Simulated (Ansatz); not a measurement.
The inner images of a band of BFH3NO + H2O (10 atoms, charge 0, multiplicity 1) are given out of order.

Theory: RKS revPBE-D4/def2-SVP (Ansatz).

First end point:

```xyz
10
Properties=species:S:1:pos:R:3
B -0.091 -0.375 -0.218
F -0.006 -0.848 1.059
O 1.022 -0.275 -1.011
H 1.835 -0.412 -0.493
N -1.376 -0.011 -0.727
H -2.230 -0.331 -0.272
H -1.489 0.197 -1.718
O -0.177 2.180 0.936
H -0.820 1.783 0.310
H -0.373 1.681 1.752
```

Last end point:

```xyz
10
Properties=species:S:1:pos:R:3
B -0.057 0.507 -0.428
F -0.261 0.035 2.433
O 1.202 -0.021 -0.604
H 1.188 -0.889 -1.038
N -1.249 -0.009 -1.016
H -1.268 -0.857 -1.580
H -2.183 0.293 -0.741
O -0.076 1.662 0.381
H -0.941 2.105 0.360
H -0.059 0.761 1.849
```

Put them in order from the first end to the last, with their energies above the first end.
A.
```xyz
10
Properties=species:S:1:pos:R:3
B -0.093 -0.137 -0.124
F -0.064 -0.660 1.151
O 1.048 -0.001 -0.887
H 1.702 -0.685 -0.687
N -1.374 0.031 -0.752
H -2.192 -0.400 -0.324
H -1.378 -0.037 -1.770
O -0.103 2.005 0.890
H -0.969 2.007 0.436
H -0.282 1.466 1.684
```
B.
```xyz
10
Properties=species:S:1:pos:R:3
B -0.073 0.079 0.002
F -0.172 -0.540 1.277
O 1.183 0.126 -0.619
H 1.353 -0.718 -1.069
N -1.317 0.043 -0.769
H -2.110 -0.437 -0.341
H -1.253 -0.180 -1.763
O -0.091 1.801 0.776
H -0.990 2.051 0.478
H -0.235 1.364 1.645
```
C.
```xyz
10
Properties=species:S:1:pos:R:3
B -0.120 0.597 -0.420
F 0.055 -0.305 2.321
O 1.168 0.255 -0.766
H 1.216 -0.551 -1.304
N -1.299 0.029 -0.986
H -2.230 0.179 -0.601
H -1.285 -0.713 -1.684
O -0.195 1.615 0.554
H -1.099 1.959 0.649
H 0.086 0.524 1.854
```
D.
```xyz
10
Properties=species:S:1:pos:R:3
B -0.073 0.376 -0.122
F -0.202 -0.363 1.487
O 1.195 0.179 -0.641
H 1.262 -0.680 -1.088
N -1.314 0.101 -0.832
H -2.100 -0.252 -0.282
H -1.247 -0.420 -1.708
O -0.087 1.691 0.715
H -0.952 2.114 0.550
H -0.187 0.844 1.538
```
E.
```xyz
10
Properties=species:S:1:pos:R:3
B 0.140 0.527 -0.510
F -1.346 0.208 2.286
O 1.219 0.450 -1.363
H 1.081 -0.189 -2.083
N -1.107 -0.137 -0.680
H -1.741 -0.215 0.118
H -1.323 -0.777 -1.442
O 0.336 1.347 0.635
H -0.450 1.909 0.767
H -0.513 0.467 1.889
```

A (+6.0 kcal/mol), B (+12.3 kcal/mol), D (+27.4 kcal/mol), E (+9.3 kcal/mol), C (+8.5 kcal/mol).

Run time: 4.4 min on 2 threads of Arm Neoverse V2, with other jobs on the host, peak memory 0.12 GiB.
